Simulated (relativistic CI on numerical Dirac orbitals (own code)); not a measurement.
## One change at a time: Sm XXXV

Base calculation: Dirac-Coulomb-Breit CI, separate exchange-only KLI orbitals for each configuration, QED by a radiative potential, unscaled Slater integrals.

Configuration list (outside the closed core [Ne]): 3s2 3p6 3d10, 3s2 3p6 3d9 4s, 3s2 3p6 3d9 4p, 3s2 3p6 3d9 4d, 3s2 3p5 3d10 4s, 3s2 3p6 3d9 4f, 3s2 3p5 3d10 4p, 3s2 3p6 3d8 4s2, 3s2 3p6 3d8 4s 4p, 3s2 3p5 3d10 4d, 3s2 3p6 3d9 5s, 3s 3p6 3d10 4s, 3s2 3p6 3d8 4p2, 3s2 3p6 3d9 5p, 3s2 3p6 3d8 4s 4d, 3s2 3p5 3d10 4f, 3s 3p6 3d10 4p, 3s2 3p6 3d9 5d, 3s2 3p6 3d8 4p 4d, 3s2 3p5 3d9 4s2, 3s2 3p6 3d9 5f, 3s2 3p6 3d9 5g, 3s2 3p5 3d9 4s 4p, 3s2 3p6 3d8 4d2, 3s 3p6 3d10 4d, 3s2 3p5 3d9 4p2, 3s2 3p6 3d9 6s, 3s2 3p5 3d9 4s 4d, 3s2 3p6 3d9 6p, 3s 3p6 3d9 4s2, 3s2 3p5 3d10 5s, 3s2 3p6 3d9 6d, 3s 3p6 3d10 4f, 3s2 3p5 3d9 4p 4d, 3s2 3p5 3d10 5p, 3s2 3p4 3d10 4s2. Levels of other configurations are missing.

The lowest level and the first level of each name with at least 55 % of one term (blank where a level has no safe partner in the second run):

```tsv
Level	Base (eV)	Shift (eV)
3s2 3p6 3d10 1S_0	0.00	0.00
3s2 3p6 3d9 4s 3D_3	933.61	+71.92
3s2 3p6 3d9 4s 1D_2	935.01	
3s2 3p6 3d9 4s 3D_1	961.20	+44.34
3s2 3p6 3d9 4s 3D_2	962.17	
3s2 3p6 3d9 4p 3P°_2	1002.95	+62.31
3s2 3p6 3d9 4p 3F°_2	1030.71	+37.47
3s2 3p6 3d9 4p 3F°_4	1043.03	+25.15
3s2 3p6 3d9 4p 1P°_1	1045.46	
3s2 3p6 3d9 4p 3D°_3	1046.98	
3s2 3p6 3d9 4p 3P°_0	1067.91	-2.65
3s2 3p6 3d9 4d 3S_1	1149.49	+17.45
3s2 3p6 3d9 4d 1P_1	1160.10	+15.09
3s2 3p6 3d9 4d 3G_5	1161.15	+13.73
3s2 3p6 3d9 4d 3D_3	1164.07	+12.48
3s2 3p6 3d9 4d 3F_4	1165.50	
3s2 3p6 3d9 4d 3P_0	1171.25	+3.99
3s2 3p6 3d9 4d 3G_3	1180.99	
3s2 3p6 3d9 4d 3F_2	1185.31	-5.64
3s2 3p6 3d9 4d 1S_0	1217.95	+2.46
3s2 3p5 3d10 4s 3P°_2	1262.10	+35.98
3s2 3p5 3d10 4s 1P°_1	1264.55
```

At this charge energies of transitions that change n are usually good to better than 1 %, and those within a shell (Δn = 0) to a few per cent.

(1) One thing was changed in a second run, which moved the levels as shown. Which?
A. configuration mixing switched off
B. Breit term removed
C. non-relativistic limit
D. QED terms removed

Results:

(1) C. Non-relativistic limit. Without relativity the fine structure collapses and s electrons lose their extra binding.

LS names give the leading component of a level, which can be under half, so a name can repeat, a term be missing and a line seem to break the LS rules.
